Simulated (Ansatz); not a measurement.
`CC[Se]C` + `ClBCl` → `C[Se]B(Cl)Cl` + `CC` at 500 K and 1 bar (formal exchange of groups at the Se–C bond).

Gas-phase electronic energies from Ansatz, PBE0-D4/def2-TZVP geometries. CBS: MP2 limit from def2 TZ/QZ plus the TZ coupled-cluster correction, frozen cores. This one scheme is used for every species. For Se outer-core shells are correlated without core-valence functions, which leaves a few kJ/mol of doubt a bond. Scalar relativity is left out up to krypton. Each species was taken in one conformer, which may not be the lowest.

```
       species  CCSD(T)/CBS energy (Eh)  H − E (kJ/mol)  S (J/(mol·K))
     `CC[Se]C`              -2519.67925           314.2          398.6
       `ClBCl`               -945.02167            62.1          296.7
`C[Se]B(Cl)Cl`              -3385.02344           160.7          419.7
          `CC`                -79.71954           220.5          259.9
```

H − E and S are ideal-gas, rigid-rotor, harmonic terms from PBE0-D4/def2-TZVP, for one conformer and one mirror image of each species. 1 Eh = 2625.50 kJ/mol, R = 8.31446 J/(mol·K).

**Question.** By hand: ΔE, ΔH, ΔS and ΔG.

**Answer.** ΔE = (-3385.02344) + (-79.71954) − (-2519.67925) − (-945.02167) = -0.04206 Eh = -110.4 kJ/mol. Δ(H − E) = 160.7 + 220.5 − 314.2 − 62.1 = 4.9, so ΔH = -105.5 kJ/mol. ΔS = 419.7 + 259.9 − 398.6 − 296.7 = -15.7 J/(mol·K). ΔG = -105.5 − 500 × (-15.7)/1000 = -97.7 kJ/mol.

**Question.** By hand: the equilibrium constant, and the temperature at which ΔG would vanish if ΔH and ΔS stayed fixed.

**Answer.** log₁₀ K = −ΔG/(RT ln 10) = 10.2. ΔG = 0 at ΔH/ΔS = 6720 K, far beyond where these terms or the molecules hold.

ΔH outweighs TΔS. A doubt of 5 kJ/mol in ΔE shifts log₁₀ K by 0.5 here. Other conformers and mirror images would add mixing entropy, several J/(mol·K) or more a flexible species. These are equilibria of isolated gas molecules and say nothing of rates. Largest T1 diagnostic: 0.012 (customary marks: 0.02 for closed shells, 0.045 for open ones).
